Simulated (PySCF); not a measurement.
**Diatomics of Na with the chalcogens**

PBE0 with double-zeta basis sets in PySCF, for the lowest determinant that a PBE0 search found; no spin–orbit coupling. De refers to high-spin ground-configuration atoms. A positive dipole means M(−)Na(+).

| M | basis | state (unpaired electrons) | Re (Å) | ωe (cm⁻¹) | De (eV) | μ (D) |
| --- | --- | --- | --- | --- | --- | --- |
| O | aug-cc-pVDZ | doublet (π ↑) | 2.060 | 490 | 2.57 | 8.15 |
| S | cc-pVDZ/cc-pV(D+d)Z | doublet (π ↑) | 2.498 | 327 | 2.46 | 8.22 |
| Se | def2-SVP | doublet (π ↑) | 2.604 | 272 | 2.35 | 8.04 |
| Te | def2-SVP | doublet (π ↑) | 2.806 | 233 | 2.12 | 8.20 |

The shortest bond is that of NaO (2.060 Å), the longest that of NaTe (2.806 Å).

The rows differ in basis set, which adds steps of its own.

Down a group the atoms grow and get heavier, so bonds lengthen and wavenumbers fall; this series shows no clear exception.

Spin–orbit coupling is left out, which matters for elements this heavy, above all for dissociation energies. States were picked by a PBE0 search and need not be the measured ground states.
